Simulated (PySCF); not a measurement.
## Energy of Hg+ (mercury, charge +1) between two integer charges

The 6s alpha orbital of [Xe] 4f14 5d10 6s1 is emptied in steps (occupation f), with all orbitals relaxed, ending at [Xe] 4f14 5d10. Calculation: PySCF 2.14, in aug-cc-pVTZ-PP with ECP60MDF (6s6p5d3f2g, 88 functions); a scalar-relativistic core potential. The exact energy is a straight line in f; departures are measured from the line between the end points of the same method.

**Question.** Among PBE0, r2SCAN, LC-wPBE, which shows the largest delocalisation error (convex curve), and which is closest to linear?

**Answer.** Most convex: r2SCAN (-0.930 eV at f = 0.5); closest to linear: LC-wPBE (-0.080 eV).

```
   f  PBE0 (eV)  r2SCAN (eV)  LC-wPBE (eV)
   1      0.000        0.000         0.000
0.75     -0.555       -0.694        -0.060
 0.5     -0.741       -0.930        -0.080
0.25     -0.557       -0.700        -0.060
   0      0.000        0.000         0.000
```

```json
{"method": "PBE0", "E(f=0) − E(f=1) (eV)": "18.782", "−ε at f=1 (eV)": "15.833", "−ε at f=0.5 (eV)": "18.774"}
{"method": "r2SCAN", "E(f=0) − E(f=1) (eV)": "19.010", "−ε at f=1 (eV)": "15.332", "−ε at f=0.5 (eV)": "18.993"}
{"method": "LC-wPBE", "E(f=0) − E(f=1) (eV)": "18.514", "−ε at f=1 (eV)": "18.193", "−ε at f=0.5 (eV)": "18.514"}
```

Reference removal energy between the ground levels: 18.757 eV (measured; NIST Atomic Spectra Database, ionization energies).
